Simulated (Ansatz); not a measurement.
Cost and result for the atomization energy of CH5BNPZn, SMILES `PB1C[N]1[ZnH]` (10 atoms, 10 bonds).

```xyz
10

P    -2.0837   -1.0933   -0.5639
B    -0.3374   -0.4041   -0.3624
C     1.1424   -0.2896   -0.7667
N     0.4041    0.5999    0.1861
Zn    0.7450    2.0751    1.1923
H    -1.7457   -2.4651   -0.4617
H    -2.5115   -0.9553    0.7816
H     1.9024   -0.9366   -0.3301
H     1.4495    0.1621   -1.7092
H     1.0350    3.3067    2.0340
```

Total charge 0; spin multiplicity 1. For Zn the d shell is correlated and the shells below it are frozen. Scalar relativity is left out up to krypton. All single points use the PBE0-D4/def2-TZVP geometry. It is one conformer, not always the lowest. Program: Ansatz. All runs use 4 threads of an Arm Neoverse V2 on a shared host. Times are those of one run each, without the atoms' runs, and a repeat can differ threefold. Electronic energies, without spin–orbit coupling; frozen cores. CCSD(T)/CBS adds CCSD(T) − MP2 in def2-TZVPP to the MP2 limit, and its time is that of the two runs behind it. T1 = 0.016. With those shells the extrapolation isn't a true limit. B3LYP takes the VWN-RPA correlation (the form of Gaussian; ORCA's B3LYP/G). HSE06 is the plane-wave form, built on full-range PBE exchange.

CCSD(T)/CBS is a level of theory with its own doubt, some kJ/mol a heavy atom from the limit and from the frozen cores, so smaller differences don't rank the functionals.

```json
{"level": "PBE-D4/def2-TZVPP (with forces)", "functions": "269", "wall time": "2.9 s", "atomization (kJ/mol)": "3298.4", "difference from CCSD(T)/CBS": "120.9", "per bond": "12.1"}
{"level": "HSE06-D4/def2-TZVPP", "functions": "269", "wall time": "4.1 s", "atomization (kJ/mol)": "3235.9", "difference from CCSD(T)/CBS": "58.4", "per bond": "5.8"}
{"level": "CAM-B3LYP-D4/def2-TZVPP", "functions": "269", "wall time": "4.5 s", "atomization (kJ/mol)": "3233.4", "difference from CCSD(T)/CBS": "55.9", "per bond": "5.6"}
{"level": "B3LYP-D4/def2-TZVPP (with forces)", "functions": "269", "wall time": "6 s", "atomization (kJ/mol)": "3211.8", "difference from CCSD(T)/CBS": "34.3", "per bond": "3.4"}
{"level": "CCSD(T)/def2-SVP", "functions": "116", "wall time": "6.5 s", "atomization (kJ/mol)": "2986.8", "difference from CCSD(T)/CBS": "-190.7", "per bond": "-19.1"}
{"level": "r2SCANh-D4/def2-TZVPP", "functions": "269", "wall time": "7 s", "atomization (kJ/mol)": "3209.2", "difference from CCSD(T)/CBS": "31.7", "per bond": "3.2"}
{"level": "B2PLYP/def2-TZVPP", "functions": "269", "wall time": "7 s", "atomization (kJ/mol)": "3167.6", "difference from CCSD(T)/CBS": "-9.9", "per bond": "-1.0"}
{"level": "PBE-QIDH/def2-TZVPP", "functions": "269", "wall time": "7 s", "atomization (kJ/mol)": "3194.2", "difference from CCSD(T)/CBS": "16.7", "per bond": "1.7"}
{"level": "ωB97X-V/def2-TZVPP", "functions": "269", "wall time": "9.5 s", "atomization (kJ/mol)": "3248.3", "difference from CCSD(T)/CBS": "70.8", "per bond": "7.1"}
{"level": "B97M-V/def2-TZVPP", "functions": "269", "wall time": "12 s", "atomization (kJ/mol)": "3239.1", "difference from CCSD(T)/CBS": "61.6", "per bond": "6.2"}
{"level": "MP2/def2-QZVPP", "functions": "491", "wall time": "24 s", "atomization (kJ/mol)": "3204.2", "difference from CCSD(T)/CBS": "26.7", "per bond": "2.7"}
{"level": "CCSD(T)/def2-TZVPP", "functions": "269", "wall time": "3.8 min", "atomization (kJ/mol)": "3086.2", "difference from CCSD(T)/CBS": "-91.3", "per bond": "-9.1"}
{"level": "CCSD(T)/CBS(def2)", "functions": "–", "wall time": "4.2 min", "atomization (kJ/mol)": "3177.5", "difference from CCSD(T)/CBS": "0.0", "per bond": "0.0"}
```

The D4 term adds +36.5 kJ/mol with B3LYP and +19.3 kJ/mol with PBE0; it sums over pairs of atoms, weighted by their polarisabilities, and B3LYP, whose exchange is more repulsive, gets the larger term. From BLYP to BHLYP (50 % exact exchange), in def2-TZVPP and without D4, the atomization energy moves by −78.3 kJ/mol: exact exchange takes away binding that semilocal exchange gives to molecules. At CCSD(T), def2-SVP lies −190.6 kJ/mol from the extrapolated value and def2-TZVPP −91.3 kJ/mol: correlation converges slowly with the basis, and small sets miss more of it in the bonded molecule than in its fragments.
